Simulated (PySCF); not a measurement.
## Ga⁺ (gallium, charge +1) across methods

[Ar] 3d10 4s1 4p1, high-spin 3P determinant (an excited configuration). Calculation: PySCF 2.14, in aug-cc-pVDZ-DK; scalar relativity by spin-free X2C-1e.

| method | E (hartree) | mean ε 3d β (eV) | mean ε 4s α (eV) | mean ε 4p α (eV) | Σ⟨r²⟩ (bohr²) | ⟨S²⟩ |
| --- | --- | --- | --- | --- | --- | --- |
| M06-2X | -1943.358 | -36.235 | -20.136 | -12.479 | 27.36 | 2.000 |
| PBE | -1943.017 | -29.053 | -18.126 | -10.696 | 27.39 | 2.001 |
| BLYP | -1943.394 | -28.989 | -17.993 | -10.457 | 27.41 | 2.000 |
| MN15 | -1944.560 | -33.562 | -19.702 | -12.050 | 27.50 | 2.001 |
| r2SCANh | -1943.257 | -30.861 | -18.947 | -11.366 | 27.08 | 2.002 |
| LDA | -1940.123 | -29.339 | -18.369 | -10.693 | 27.31 | 2.001 |
| PBE0 | -1943.043 | -32.388 | -19.308 | -11.706 | 27.30 | 2.001 |
| UHF | -1941.71009 | -41.473 | -22.284 | -14.318 | 27.63 | 2.001 |
| r2SCAN | -1943.271 | -29.574 | -18.506 | -11.000 | 27.08 | 2.002 |
